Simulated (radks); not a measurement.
Results of a calculation; reference values are marked as such.
Effect of the nuclear size on neutral thallium, [Hg] 6p1. Level of theory: Dirac Kohn-Sham, BLYP, spin-unpolarised, spherical densities, finite nucleus; open shells fill j = l - 1/2 first; Fermi nuclear charge, rms radius 5.4759 fm (a radial shooting solver on a logarithmic mesh with Libxc functionals). The rms radius is varied about that value; shifts are against it.

rms radius (fm),total energy shift (eV),density at nucleus (e/bohr^3),1s1/2 shift (meV),2s1/2 shift (meV),4p1/2 shift (meV),5s1/2 shift (meV),5p1/2 shift (meV),6s1/2 shift (meV),6p1/2 shift (meV)
4.5559,-36.9,2.728e+06,-14700,-2220,-2.48,-25.8,0.556,-2.16,0.362
5.005,-19.4,2.622e+06,-7740,-1170,-1.31,-13.6,0.291,-1.13,0.190
5.4759,0,2.524e+06,0.000,0.000,0.000,0.000,0.000,0.000,0.000
5.7606,12.2,2.47e+06,4870,734,0.828,8.54,-0.182,0.713,-0.120
6.5875,49.7,2.334e+06,19800,2980,3.39,34.7,-0.737,2.90,-0.487

Slopes of the eigenvalues against <r^2> in GHz/fm^2, as finite differences over the two radii next to the reference (eigenvalue slopes, not the field-shift constants of lines): 1s1/2 375000, 2s1/2 56500, 4p1/2 63.4, 5s1/2 657, 5p1/2 -14.1, 6s1/2 54.9, 6p1/2 -9.21.
